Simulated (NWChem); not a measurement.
Species: C2H6O2Si; SMILES CC(O[SiH3])=O

```xyz
11

Si     0.0196     1.7287    -0.0010
O      0.7869     0.1669     0.0011
C     -0.0773    -0.8790     0.0012
C      0.6214    -2.2137     0.0020
O     -1.2854    -0.7066     0.0005
H     -0.7932     1.9261     1.2409
H      1.1990     2.6523    -0.0019
H     -0.7927     1.9231    -1.2438
H     -0.1217    -3.0293     0.0040
H      1.2791    -2.2920     0.8905
H      1.2762    -2.2942    -0.8885
```
Atoms are numbered in this order, from 1.

Level: PBE-D3(BJ)/def2-SVP (NWChem), optimised geometry, unscaled harmonic frequencies. 

| frequency (cm⁻¹) | IR intensity (km/mol) |
|---|---|
| 88 | 1.5 |
| 124 | 2.4 |
| 142 | 14.5 |
| 216 | 0.0 |
| 366 | 5.4 |
| 565 | 0.1 |
| 578 | 9.1 |
| 674 | 27.9 |
| 682 | 41.2 |
| 768 | 44.1 |
| 903 | 280.2 |
| 905 | 113.1 |
| 925 | 61.8 |
| 936 | 29.8 |
| 977 | 20.1 |
| 1010 | 8.6 |
| 1250 | 218.5 |
| 1334 | 149.6 |
| 1386 | 13.7 |
| 1394 | 10.3 |
| 1764 | 186.1 |
| 2196 | 43.3 |
| 2210 | 107.2 |
| 2213 | 100.2 |
| 2995 | 0.5 |
| 3079 | 0.8 |
| 3129 | 2.0 |

| Quantity | Result |
|---|---|
| zero-point energy | 46.9 kcal/mol |
| thermal correction to the enthalpy at 298.15 K (with zero-point energy) | 51.8 kcal/mol |
| heat capacity Cv | 23.0 cal/(mol K) |
| entropy at 298.15 K and 1 atm (symmetry number 1) | 80.9 cal/(mol K) |
| dipole moment | 1.51 D |

Rigid rotor and harmonic oscillator; modes under 100 cm⁻¹ make the entropy uncertain.
